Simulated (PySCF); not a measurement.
Choosing a molecule for a target property.

Species are written as SMILES; each is one conformer at its optimised geometry, gas phase, non-relativistic unless stated; the electronic structure was computed with PySCF and density fitting.

The conformers computed, where there is a choice (atom-mapped SMILES and torsion angles):
- `[F:1]/[CH:2]=[CH:3]/[CH2:4][O:5][CH2:6][CH:7][Cl:8]`: C2–C3–C4–O5 -127°, C3–C4–O5–C6 66°, C4–O5–C6–C7 66°, O5–C6–C7–Cl8 72°
- `[CH2:1]=[C:2]1[CH:3]=[CH:4][CH:5]=[C:6]1[C:7]([CH3:8])[OH:9]`: C5–C6–C7–C8 180°, H–O9–C7–C6 0°
- `[F:1][CH:2][CH2:3][CH2:4][O:5]/[CH:6]=[CH:7]/[Cl:8]`: F1–C2–C3–C4 78°, C2–C3–C4–O5 68°, C3–C4–O5–C6 179°, C4–O5–C6–C7 1°
- `[CH3:1][CH2:2][CH2:3][O:4][C:5]([CH3:6])[S-:7]`: C1–C2–C3–O4 177°, C2–C3–O4–C5 75°, C3–O4–C5–C6 -124°
- `[CH3:1][C:2](=[O:3])[C:4]1=[CH:5][CH2:6][CH:7]=[C:8][CH2:9]1`: C1–C2–C4–C5 179°

Question: Wanted: smallest rotational constant below 0.94 GHz (GFN2-xTB) and isotropic g value above 2.005 (unrestricted B3LYP/pcH-1, mean-field spin–orbit), at GFN2-xTB geometries. Which candidate meets both?
A. `F[CH]CCO/C=C/Cl` [radical]
B. `CCCO[C](C)[S-]` [radical]
C. `C=C1C=CC=C1[C](C)O` [radical]
D. `CC(=O)C1=CCC=[C]C1` [radical]
E. `F/C=C/COC[CH]Cl` [radical]

Answer: E. Computed values:
| species | smallest rotational constant | isotropic g value |
| --- | --- | --- |
| F[CH]CCO/C=C/Cl [radical] | 0.500 GHz | 2.00377 |
| F/C=C/COC[CH]Cl [radical] | 0.584 GHz | 2.00668 |
| CC(=O)C1=CCC=[C]C1 [radical] | 0.911 GHz | 2.00231 |
| C=C1C=CC=C1[C](C)O [radical] | 0.967 GHz | 2.00269 |
| CCCO[C](C)[S-] [radical] | 1.111 GHz | 2.00590 |
